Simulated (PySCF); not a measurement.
**Electronic structure of Tc²⁺ (technetium, charge +2) at the UHF level**

Configuration: [Kr] 4d4 5p1, one real determinant (an excited configuration). All numbers are calculated (PySCF 2.14, scalar relativity through the core potential, in aug-cc-pwCVTZ-PP with ECP28MDF).

```
Total energy                                                  : -78.711825 hartree
One-electron energy                                           : -126.3746 hartree
Hartree (Coulomb) energy                                      : 55.3808 hartree
Exchange energy                                               : -7.7180 hartree
⟨S²⟩                                                          : 8.7527
⟨L²⟩                                                          : 8.029
Sum of ⟨r⟩                                                    : 18.76 bohr
Sum of ⟨r²⟩                                                   : 35.37 bohr²
Traceless quadrupole moment −½Σ⟨3z² − r²⟩ along its main axis : -4.25 e·bohr²
```

```tsv
shell	electrons	mean orbital energy (eV)	spread (eV)	rms radius, mean of both spins (bohr)
4s α	1	-114.92	0	1.13
4s β	1	-107.86	0	1.13
4p α	3	-82.071	1.218	1.25
4p β	3	-73.069	1.248	1.25
4d α	4	-34.744	0.873	1.65
5p α	1	-17.709	0	3.53
```

⟨L²⟩ = 8.03 against 12 for a pure F term, so this real determinant mixes terms. Energies and moments cover only the electrons outside the core potential.
